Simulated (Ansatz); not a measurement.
# Which is lower?

The two ends of one reaction step of BSi₂NH₈Cl₂O, closed shell (PBE0-D4/def2-TZVP).

A:

```xyz
15
angstrom
B -0.2404 -1.3121 0.0129
Cl 0.6032 -2.3191 1.2023
Cl -0.7279 -2.1025 -1.4963
N -0.5928 0.0120 0.2930
Si -0.0571 0.7294 1.8107
Si -1.4111 0.9529 -0.9522
H 2.7806 -1.0618 -0.6023
O 2.2221 -0.4893 -1.1344
H -0.5107 2.1405 1.8062
H 1.4199 0.6837 1.9211
H -0.6708 0.0208 2.9591
H -0.5976 1.0070 -2.1894
H -1.5868 2.3227 -0.4138
H -2.7409 0.3681 -1.2481
H 2.1101 -0.9522 -1.9686
```

B:

B1  (0.552, -0.453, -1.074)
Cl2  (1.373, -2.838, 2.011)
Cl3  (0.089, -0.752, -2.774)
N4  (-0.245, 0.365, -0.255)
Si5  (0.219, 0.872, 1.367)
Si6  (-1.789, 0.966, -0.846)
H7  (1.604, -2.088, 0.982)
O8  (1.696, -1.054, -0.618)
H9  (0.050, 2.345, 1.450)
H10  (1.634, 0.515, 1.605)
H11  (-0.660, 0.230, 2.374)
H12  (-1.603, 1.934, -1.954)
H13  (-2.409, 1.658, 0.314)
H14  (-2.663, -0.149, -1.280)
H15  (2.154, -1.550, -1.302)
(Å)

Computed with Ansatz 0.2.0 (basis: def2-TZVPP); correlated methods freeze the cores. B3LYP uses VWN-RPA correlation.

(1) Which structure is lower at CCSD(T), and by how much? (To be estimated.)

No T1 diagnostic of these runs exceeds 0.012.

Answers

(1) The calculation gives: B, by 44.8 kJ/mol (electronic energy, against the other). By their contacts, A is a complex of BSi₂NH₆Cl₂ ([SiH3][N]([SiH3])[B]([Cl])[Cl]) + H₂O and B is a complex of BSi₂NH₇ClO ([OH][B]([Cl])[N]([SiH3])[SiH3]) + HCl.

All methods give the same order:

| method | E(B) − E(A) (kJ/mol) |
| --- | --- |
| SPW92 | -51.4 |
| PBE-D4 | -40.2 |
| BLYP-D4 | -44.2 |
| r2SCAN-D4 | -44.3 |
| B97M-V | -44.7 |
| PBE0-D4 | -41.9 |
| B3LYP-D4 | -46.4 |
| r2SCAN0-D4 | -45.0 |
| BHLYP-D4 | -48.8 |
| CAM-B3LYP-D4 | -52.2 |
| wB97X-V | -43.5 |
| wB97M-V | -41.7 |
| B2PLYP | -48.7 |
| PBE-QIDH | -43.2 |
| RPA on PBE | -44.0 |
| HF | -57.6 |
| MP2 | -39.0 |
| CCSD | -47.5 |
| CCSD(T) | -44.8 |

Labels in which every atom is bracketed show which atoms are joined, not bond orders.

For scale, one of the runs: CCSD(T)/def2-TZVPP, 373 basis functions, launched by `ansatz run in.yaml --threads 4 --pin off --events-out ev --progress --plain --max-ram 46080MiB --backend cuda --devices 0, --max-vram 37GiB`. Time: 8.5 s of wall clock on 4 CPU threads of an AMD EPYC 7R13 and a share of one NVIDIA H100; the host was shared. Peak host memory: 0.92 GiB.
